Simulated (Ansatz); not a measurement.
`C=C=[C]([AlH2])[SiH3]` and `C=C=C([SiH3])CCl` differ in one atom or group.

Ansatz, PBE0-D4/def2-TZVP geometries, multiplicity 1. Each molecule was computed in one conformer, which needn't be the lowest.

```csv
property,`C=C=[C]([AlH2])[SiH3]`
LUMO energy (PBE0/def2-TZVPP) / eV,-1.73
HOMO–LUMO gap (B3LYP/def2-TZVPP) / eV,4.80
LUMO energy (ωB97M-V/def2-TZVPP) / eV,-0.06
HOMO–LUMO gap (PBE/def2-TZVPP) / eV,3.35
size of the dipole moment (PBE/def2-TZVPP) / D,0.56
size of the dipole moment (ωB97M-V/def2-TZVPP) / D,0.53
```

(1) What does the change do to each property? (An estimate is asked.)

Results:

(1) Computed: 
```
                                          property  `C=C=C([SiH3])CCl`  shift
                LUMO energy (PBE0/def2-TZVPP) / eV               -0.53   1.20
             HOMO–LUMO gap (B3LYP/def2-TZVPP) / eV                6.77   1.97
             LUMO energy (ωB97M-V/def2-TZVPP) / eV                1.54   1.60
               HOMO–LUMO gap (PBE/def2-TZVPP) / eV                5.07   1.72
    size of the dipole moment (PBE/def2-TZVPP) / D                1.95   1.39
size of the dipole moment (ωB97M-V/def2-TZVPP) / D                2.05   1.52
```

With PBE0 the HOMO falls by 0.80 eV and the LUMO rises by 1.20 eV, so the gap widens by about 2.00 eV. PBE moves the HOMO by -0.71 eV and ωB97M-V by -0.86 eV. Dipoles are sizes alone; their direction can turn.

B3LYP here is the variant with VWN-RPA as its local correlation; programs differ in this.
